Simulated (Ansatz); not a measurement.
Species: methylidenesilane, CH4Si, net charge 0, singlet state. 
Coordinates optimised at B3LYP-D3(BJ)/def2-TZVP (Ansatz, a first-principles code):
SMILES: [SiH2]=C
```xyz
6

C     -1.1498    -0.0548    -0.0450
Si     0.5479     0.0261     0.0215
H     -1.7685     0.8316    -0.0996
H     -1.6839    -0.9961    -0.0356
H      1.3979    -1.1745     0.0958
H      1.2833     1.3023     0.0091
```

Basis-set convergence of Hartree-Fock and MP2 correlation energies (hartree) with Ansatz. Correlated levels leave the core frozen unless marked. Spin-orbit coupling is left out. Non-relativistic.

The Hartree-Fock reference is unstable (checked in the largest basis), which strains HF and MP2. 

| basis | functions | E(HF) | E(corr, MP2) |
|---|---|---|---|
| def2-SVP | 52 | -328.93745 | -0.24143 |
| def2-TZVPP | 129 | -329.08602 | -0.29561 |
| def2-QZVPP | 247 | -329.09699 | -0.31470 |

Extrapolating the two largest sets (X = 3 and 4) as X^-3: E(corr) = (64·(-0.31470) - 27·(-0.29561))/37 = -0.3286 Eh, an estimate of the basis-set limit. The largest set recovers 95.8 % of it, the smallest 73.5 %.
